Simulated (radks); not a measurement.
Values are calculated unless marked as measured or tabulated.
Problem. The mean radii <r> (bohr) of the occupied orbitals of an atom or ion are listed with their occupations. Code: a radial shooting solver on a logarithmic mesh with Libxc functionals. Model: scalar-relativistic Kohn-Sham, PBE, spin-polarised, spherical densities, finite nucleus; Fermi nuclear charge, rms radius of each element as measured or else 0.836 A^(1/3) + 0.57 fm.

orbital  occ.      <r>
1s down     1  0.02232
1s up       1  0.02232
2s up       1  0.09513
2s down     1  0.09513
2p up       3  0.08390
2p down     3  0.08390
3s up       1   0.2497
3s down     1   0.2495
3p up       3   0.2482
3p down     3   0.2480
3d up       5   0.2261
3d down     5   0.2259
4s up       1   0.5629
4s down     1   0.5630
4p up       3   0.5943
4p down     3   0.5945
4d up       5   0.6422
4d down     5   0.6431
5s up       1    1.284
5s down     1    1.293
5p up       3    1.444
5p down     3    1.455
4f up       4   0.7782
5f up       1    3.270

Name the element and its charge. Open shells, if any, are filled with parallel spins first.

Solution. Z = 63, europium, charge +4: Eu4+ in [Xe] 4f4 5f1. The 1s radius gives Z: for a bare nucleus <r> = (2 gamma + 1)/(2Z) with gamma = sqrt(1 - (Z/c)^2), 0.02203 bohr for Z = 63, and screening makes it slightly larger (0.02232 here). The occupations add up to 59, and the charge is Z minus that.
